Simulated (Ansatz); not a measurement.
Stepwise reaction of `[NH2][Ga]([NH2])[SH]` with hydrogen fluoride, as a gas-phase model of exchange steps in deposition or etching. ΔE in kJ/mol.

Computed with Ansatz on PBE0-D4/def2-TZVP structures; ΔE is electronic, products minus reactants. CCSD(T)/CBS adds triple-zeta CCSD(T) − MP2 to the extrapolated MP2 energy (def2 sets, frozen cores). This one scheme is used for every species. Functionals use def2-TZVPP. B3LYP here is the variant with VWN-RPA as its local correlation; programs differ in this. For Ga outer-core shells are correlated without core-valence functions, which leaves a few kJ/mol of doubt a bond. Scalar relativity is left out up to krypton. Each species was taken in one conformer, which may not be the lowest.

```tsv
step	reaction	PBE-D4	B3LYP-D4	ωB97M-V	CCSD(T)/CBS
1	`[NH2][Ga]([NH2])[SH]` + H–F → `[NH2][Ga]([F])[SH]` + NH₃	-60.1	-62.3	-61.2	-49.3
2	`[NH2][Ga]([F])[SH]` + H–F → `[F][Ga]([F])[SH]` + NH₃	-40.8	-42.4	-41.2	-30.4
```

Task: By hand: ΔE of the 2 steps together at CCSD(T)/CBS.

Result: (-49.3) + (-30.4) = -79.7 kJ/mol, or -39.8 kJ/mol a step.

In ΔE each step is higher than the one before. All are downhill at CCSD(T)/CBS. PBE-D4 differs from CCSD(T)/CBS by -10.8 to -10.4 kJ/mol a step. Isolated molecules leave out the surface, adducts and barriers. Largest T1 diagnostic: 0.014.
